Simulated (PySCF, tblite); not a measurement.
Isomers of C2H10O2Si3, one GFN2-xTB conformer each. Single-point energies are computed at PBE0/pcSseg-1 (PySCF, gas phase, no added dispersion term), electronic only.

```csv
SMILES,GFN2-xTB relative energy (kJ/mol)
O=CO[SiH2]C([SiH3])[SiH3],0.0
C[Si@H]([SiH3])OC(=O)[SiH3],2.6
```

Conformers: `[O:1]=[CH:2][O:3][SiH2:4][CH:5]([SiH3:6])[SiH3:7]` with O1–C2–O3–Si4 -2°, C2–O3–Si4–C5 79°, O3–Si4–C5–Si6 -51°; `[CH3:1][Si@H:2]([SiH3:3])[O:4][C:5](=[O:6])[SiH3:7]` with C1–Si2–O4–C5 132°, Si2–O4–C5–O6 0°.

Problem. What does PBE0/pcSseg-1 give for the same structures?

Solution. 
| SMILES | PBE0/pcSseg-1 E (Eh) | PBE0/pcSseg-1 (kJ/mol) | GFN2-xTB (kJ/mol) | point group |
| --- | --- | --- | --- | --- |
| O=CO[SiH2]C([SiH3])[SiH3] | -1100.51607 | 0.0 | 0.0 | C1 |
| C[Si@H]([SiH3])OC(=O)[SiH3] | -1100.50928 | 17.8 | 2.6 | C1 |

Both levels put the same isomer lowest. As drawn, the higher has an Si–Si bond, which the lower lacks.

Problem. Which frontier levels, dipoles and rotational constants go with these structures?

Solution. 
```json
{"SMILES": "O=CO[SiH2]C([SiH3])[SiH3]", "HOMO (eV, PBE0/pcSseg-1)": "-8.40", "LUMO (eV)": "-0.22", "dipole (D)": "1.87", "A, B, C (MHz)": "2240, 957.7, 737.8"}
{"SMILES": "C[Si@H]([SiH3])OC(=O)[SiH3]", "HOMO (eV, PBE0/pcSseg-1)": "-7.71", "LUMO (eV)": "-0.78", "dipole (D)": "2.22", "A, B, C (MHz)": "2202, 894.2, 680.7"}
```

Problem. What happens when harmonic zero-point energies from GFN2-xTB frequencies are added?

Solution. 
```
                     SMILES  ZPE (kJ/mol)  electronic (kJ/mol)  with ZPE (kJ/mol)
  O=CO[SiH2]C([SiH3])[SiH3]         274.4                  0.0                0.0
C[Si@H]([SiH3])OC(=O)[SiH3]         279.3                 17.8               22.8
```

The zero-point energies span 4.9 kJ/mol. The order is unchanged.

Problem. As an exercise, what shares would exp(−E/RT) give at 1000 K from these electronic energies alone (no entropy, no degeneracies)?

Solution. RT = 8.314 kJ/mol: O=CO[SiH2]C([SiH3])[SiH3] 89.5 %, C[Si@H]([SiH3])OC(=O)[SiH3] 10.5 %.
